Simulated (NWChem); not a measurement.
System: CsF; SMILES [Cs][F]

The following NWChem deck was run.

```
start job
memory heap 200 mb stack 900 mb global 1100 mb
geometry units angstroms
  Cs     0.000000     0.000000    -0.361050
  F      0.000000     0.000000     2.019376
end
basis spherical
  Cs library def2-tzvp
  F library def2-tzvp
end
ecp
  Cs library def2-ecp
end
dft
  xc becke88 perdew86
  iterations 150
end
driver
  maxiter 120
end
task dft optimize
dft
  grid fine
  convergence energy 1d-8 density 1d-7
end
task dft freq numerical
```

def2 effective core potentials on Cs; no spin-orbit coupling.

The level has its own optimisation; frequencies are unscaled.

**Question.** Predict the main results of this run. (BP86/def2-TZVP with def2 effective core potentials on Cs.) Quantities: r Cs–F (Å); highest harmonic frequency (cm⁻¹); zero-point energy (kcal/mol).

**Answer.** The r Cs–F (Å) comes out as 2.393. The highest harmonic frequency (cm⁻¹) is 355 and the zero-point energy (kcal/mol) is 0.5.
